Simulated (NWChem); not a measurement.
System: SnH2S, singlet; SMILES [SnH][SH]

Here is an NWChem input.

```
start job
memory heap 200 mb stack 900 mb global 1100 mb
geometry units angstroms noautosym nocenter noautoz
  Sn     0.020811     0.626688     0.000000
  H     -1.757320     0.650780     0.000000
  S     -0.069791    -1.809349     0.000000
  H      1.270158    -1.991050     0.000000
end
basis spherical
  * library def2-svpd
end
ecp
  Sn library def2-ecp
end
dft
  xc xpbe96 cpbe96
  iterations 150
end
property
  response 1 0.0
end
task dft property
```

Low-valent species are run as closed-shell singlets; no triplet was tried in these runs. The geometry was optimised at PBE0/def2-SVP. No frequency run checked for a minimum. def2 effective core potentials on Sn; no spin-orbit coupling.

Static field.

### Question
What results follow from this input? (PBE/def2-SVPD with def2 effective core potentials on Sn.) Quantities: isotropic polarisability (bohr³); anisotropy (bohr³).

### Answer
```json
{
  "isotropic polarisability (bohr³)": "72.1",
  "anisotropy (bohr³)": "36.5"
}
```
